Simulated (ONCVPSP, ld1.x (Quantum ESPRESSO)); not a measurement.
# Hardness and transferability of assorted potentials

Generated with ld1.x 7.5 (TM, RRKJ, ultrasoft, PAW), atompaw 4.2 or ONCVPSP 4.0.1. The cutoff is in Ry: for ld1.x and atompaw files where the sum of valence levels is converged to 10 mRy in a Bessel basis, for ONCV files where the hardest occupied wave has 1 mHa per electron of residual kinetic energy. The error is the largest all-electron minus pseudo excitation energy over each file’s own four to seven test configurations (ionisations up to +4, promotions, holes and added fractions of an electron), all of which were solved. The labels leave out finer settings (local radius, basis sizes, second energies), which also bear on the numbers. Spin-polarised tests are not counted. The rows are a selection from randomly drawn settings: files with unsolved tests, undetermined cutoffs or missed reference levels are left out.

A true bound ghost makes a file unfit for plane-wave use even where its test errors are small: the radial tests pick states by their node count and pass the ghost by.

| element | potential | cutoff (Ry) | largest error (meV) | bound ghosts |
| --- | --- | --- | --- | --- |
| H | ONCV, PBEsol, scalar-relativistic, rc 1.05/0.90 (sp), local smoothed, core correction no, reference 1s0.75, qcut 6.7/8.4, projectors 2/2 | 34 | +0.3 | none |
| Cl | ONCV, PBE, scalar-relativistic, rc 1.35/1.50 (sp), local smoothed, core correction no, reference 3s1.75 3p5.25, qcut 3.8/4.6, projectors 2/2 | 135 | +16 | none |
| I | ONCV, PBE, scalar-relativistic, rc 1.10/1.15/1.40 (spd), local smoothed, core correction yes, reference 4s2 4p6 4d10 5s1 5p6, qcut 12.7/11.4/10.8, projectors 2/2/2 | 113 | -6.5 | none |
| Ho | RRKJ, PBE, scalar-relativistic, rc 2.65/3.30/3.20 (spd), local s, core correction yes, reference 5d1 6s2 6p0 | 12 | -69 | none |
| Ta | ONCV, PBEsol, fully relativistic, rc 1.90/1.40/2.55/0.80 (spdf), local smoothed, core correction yes, reference 4f13.5 5s2 5p6 5d3.5 6s2, qcut 6.4/6.6/5/20.9, projectors 2/2/2/1 | 387 | -105 | s, p3/2, p1/2 |
| Re | ONCV, PBE, scalar-relativistic, rc 1.10/1.75/2.30 (spd), local smoothed, core correction yes, reference 5s2 5p6 5d5, qcut 5.4/8.2/8, projectors 2/1/2 | 195 | +18 | none |
| Bi | ONCV, PBE, scalar-relativistic, rc 2.00/2.15 (sp), local smoothed, core correction yes, reference 6s2 6p3, qcut 3/3.6, projectors 2/2 | 42 | -664 | s |

Problem. Fill in the row for Tc: ONCV, PBE, scalar-relativistic, rc 1.80/1.35/1.35 (spd), local d, core correction no, reference 4s2 4p6 4d5 5s1.75, qcut 6.1/5.2/10.8, projectors 2/1/0.

Solution. cutoff 113 Ry, largest error -24 meV, bound ghosts: none.

Problem. Fill in the row for Ni: ONCV, LDA (Perdew-Wang 92), scalar-relativistic, rc 1.35/1.25/1.20 (spd), local smoothed, core correction yes, reference 3s2 3p6 3d8 4s2, qcut 9.4/11.5/15.6, projectors 2/2/3.

Solution. cutoff 171 Ry, largest error -5.3 meV, bound ghosts: none.
